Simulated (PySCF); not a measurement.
## Computed properties of Si(Cl)(Me)(OH)2 (CH5ClO2Si), SMILES C[Si](O)(O)Cl

CH5ClO2Si, SMILES C[Si](Cl)(O)O. Coordinates come from a B3LYP-D3(BJ)/def2-SVP optimisation. Other conformers were not sampled. All values are computed for the isolated molecule unless a solvent is named; none is compared with measurement here.

**Structure.** All 24 harmonic modes at B3LYP-D3(BJ)/def2-SVP (PySCF) are real, so it is a minimum. With heavy atoms numbered as in [CH3:1][Si:2]([OH:3])([OH:4])[Cl:5], the shortest bond between them is Si2–O4 at 1.650 Å and the longest Si2–Cl5 at 2.095 Å.

**Vibrations.** The strongest infrared lines (harmonic, unscaled, degenerate partners summed) lie at 842 cm⁻¹ (267 km/mol, H 59 %, O 15 %, Si 15 %, C 10 %), 971 cm⁻¹ (162 km/mol, Si 47 %, O 38 %, H 13 %), 818 cm⁻¹ (148 km/mol, H 72 %, O 16 %, C 10 %). The softest mode is at 101 cm⁻¹ and the zero-point energy is 41.9 kcal/mol.

**Electronic structure.** CAM-B3LYP/def2-TZVP (PySCF) places the frontier levels at -10.38 and 1.37 eV, a gap of 11.75 eV, and gives a dipole moment of 0.97 D and a mean polarisability of 52.8 bohr³. PBE/def2-TZVP (PySCF) at the same geometry gives -7.42 and -0.30 eV, so its gap is 4.63 eV narrower. An orbital gap is neither the optical nor the fundamental gap.

**Excitations.** TDA-B3LYP/def2-SVPD (PySCF) has S1 at 7.48 eV (166 nm, f = 0.030, weak); the most intense of the 10 singlets computed lies at 7.61 eV (f = 0.08). T1 (TDA) is at 7.28 eV, 0.20 eV under S1. TDA-PBE/def2-SVPD (PySCF) puts S1 at 6.80 eV. No vertical singlet excitation falls in the visible range (under 3.1 eV).

**NMR.** GIAO shifts at PBE0/pcSseg-1 (PySCF) (non-relativistic, atoms alike by connectivity averaged): ¹³C at 2.7 ppm against TMS; ¹H from 0.7 to 2.4 ppm against TMS; ²⁹Si at -6.0 ppm against TMS. Without spin–orbit terms, shifts of atoms bonded to Cl or Br come out too high.

**Solvation.** SMD-ωB97X/6-31G* (PySCF) gives -8.8 kcal/mol in water, -9.3 kcal/mol in 1-octanol, -6.2 kcal/mol in chlorobenzene (1 M in both phases, gas-phase geometry).
